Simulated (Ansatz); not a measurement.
`[NH2][AlH][SiH]1[SiH2]S1` + `BS` → `B[S][AlH][NH2]` + `[SiH2]1[SiH2]S1`  (cleavage of the Al–Si bond)

Gas-phase electronic energies from Ansatz, PBE0-D4/def2-TZVP geometries. CCSD(T)/CBS is the MP2 limit (def2-TZVPP, def2-QZVPP) plus CCSD(T) − MP2 in def2-TZVPP, frozen cores. This one scheme is used for every species. Functionals use def2-TZVPP. B3LYP here is the variant with VWN-RPA as its local correlation; programs differ in this. Each species was taken in one conformer, which may not be the lowest.

CCSD(T)/CBS gives -17.4 kcal/mol.

(1) Another level gave -18.5 kcal/mol. Which?
A. MP2/def2-TZVPP
B. PBE-D4/def2-TZVPP
C. B3LYP/def2-TZVPP
D. PBE0-D4/def2-TZVPP

Largest T1 diagnostic among the species: 0.015.

Answers

(1) A. MP2/def2-TZVPP -18.5, PBE0-D4 -14.8, PBE-D4 -13.3, B3LYP -16.9 kcal/mol.

From PBE to PBE0 (25 % exact exchange), in def2-TZVPP and without D4, ΔE moves by −1.6 kcal/mol. In def2-TZVPP, CCSD(T) changes the Hartree–Fock value by +4.2 kcal/mol (the triples alone add +0.6 kcal/mol) and MP2 by +2.4 kcal/mol.
